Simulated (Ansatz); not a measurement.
A run for Ansatz (an electronic-structure program): R-CCSD(T)/aug-cc-pVDZ on H2 (SMILES [H][H]) with ghost functions.

Ansatz 0.2 input:
```yaml
crystal:
  periodic: [false, false, false]
  atoms:
    - {symbol: H, position_ang: [0.01501223, 0.41293252, -0.44022360]}
    - {symbol: H, position_ang: [-0.07755115, -0.19628376, -0.01959170]}
basis:
  gaussian:
    orbitals: aug-cc-pVDZ
    ghost_atoms:
      - {symbol: O, position_ang: [-0.13700700, -1.17556318, 2.71083942]}
      - {symbol: C, position_ang: [0.07182586, -0.16921500, 3.32596971]}
      - {symbol: O, position_ang: [0.26794390, 1.04274133, 2.78356638]}
      - {symbol: H, position_ang: [0.13181194, -0.09965087, 4.41960358]}
      - {symbol: H, position_ang: [0.20915333, 0.94882520, 1.81736999]}
magnetization: {spin_polarized: false}
correlation: {method: ccsd_t, electrons: outside_noble_gas}
scf: {lower_state_search: off}
```

The log:

```
WARN ansatz: RAYON_NUM_THREADS=1 ignored (pool sized by the plan → 1); use --threads N
Functional definition: HF
these checks for a lower state are left out or cut short: stability, starts, cluster_reference, orbital_swaps, neighbouring_geometries, increment
integrals: 0.12 GiB planned
721 factors; integrals over basis functions are off by at most 1.2e-3 eV
mean field: 0.12 GiB planned
mean field evaluation 1: about -30.6286 eV, gradient 3.7e0 eV
mean field evaluation 2: about -30.6277 eV, gradient 3.7e0 eV
mean field evaluation 4: about -30.7211 eV, gradient 6.2e-2 eV
mean field evaluation 8: about -30.7211 eV, gradient 1.3e-7 eV
mean field -30.72112435 eV, -1.1289804962 hartree, gradient 1.7e-7 eV, S^2 0.000000; 0 other end points of the search recorded, 0 dependent functions left out
reference -30.72112435 eV, -1.1289804962 hartree; 1, 1 occupied and 104, 104 virtual orbitals, 721 factors
second order -0.74861631 eV of doubles, -0.00000000 eV of singles
coupled cluster: 0.40 GiB planned
cycle   1  -0.91396695 eV  change   -1.7e-1 eV  update   2.6e-2
cycle   2  -0.98068871 eV  change   -6.7e-2 eV  update   9.1e-3
cycle   3  -0.98174739 eV  change   -1.1e-3 eV  update   1.2e-3
cycle   4  -0.98181678 eV  change   -6.9e-5 eV  update   1.8e-4
cycle   5  -0.98179510 eV  change    2.2e-5 eV  update   4.3e-5
cycle   6  -0.98178665 eV  change    8.5e-6 eV  update   9.6e-6
cycle   7  -0.98178751 eV  change   -8.6e-7 eV  update   2.7e-6
cycle   8  -0.98178831 eV  change   -8.0e-7 eV  update   5.2e-7
perturbative correction -0.00000000 eV, -0.0000000000 hartree
Total energy: -31.70291266 eV, -1.1650605512 hartree
Checks for a lower state left out: stability, starts, cluster_reference, orbital_swaps, neighbouring_geometries, increment
```

Self-consistency was reached.

Cost: around 1.1 core-seconds (rough).
